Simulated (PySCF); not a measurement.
Precursor series Ti F-OH. All species are isolated molecules in the gas phase. One relaxed conformer stands for each flexible species; it need not be the lowest.

Calculation: B3LYP-D3(BJ)/def2-TZVP // BP86-D3(BJ)/def2-SVP (PySCF). B3LYP has the VWN-RPA correlation part, as in Gaussian. 

```tsv
species	HOMO–LUMO gap (eV)	mean distance from the central atom to its bonded neighbours (Å)	LUMO (eV)	charge on the central atom (Mulliken) (e)
1 of 4 F replaced by OH ([Ti(F)3(OH)])	7.55	1.753	-2.81	1.67
2 of 4 F replaced by OH ([Ti(F)2(OH)2])	7.45	1.767	-2.32	1.63
3 of 4 F replaced by OH	7.41	1.790	-1.94	1.54
4 of 4 F replaced by OH ([Ti(OH)4])	7.16	1.809	-1.59	1.49
```
